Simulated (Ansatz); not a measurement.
Reactions of C2H6BN (`BC(C)=N`).

Program: Ansatz. Geometries: PBE0-D4/def2-TZVP. ΔE: electronic, gas phase. CBS: MP2 limit from def2 TZ/QZ plus the TZ coupled-cluster correction, frozen cores. This one scheme is used for every species. For Br outer-core shells are correlated without core-valence functions, which leaves a few kJ/mol of doubt a bond. Scalar relativity is left out up to krypton. One conformer a species, not always the lowest.

Order these by ΔE at CCSD(T)/CBS, lowest first. (An estimate is asked.)
A. `BC(C)=N` + `CCl` → `BCCl` + `CC=N`
B. `BC(C)=N` + H–F → `BF` + `CC=N`
C. `BC(C)=N` + H₂S → `CC(=N)S` + BH₃
D. `BC(C)=N` + `OC[SiH2]Br` → `BOC[SiH2]Br` + `CC=N`
E. `BC(C)=N` + `NCCN` → `BNCCN` + `CC=N`

E (-163.2 kJ/mol), D (-148.4 kJ/mol), B (-140.1 kJ/mol), A (-0.9 kJ/mol), C (+24.1 kJ/mol).

Largest T1 diagnostic: 0.015, for `BC(C)=N`.
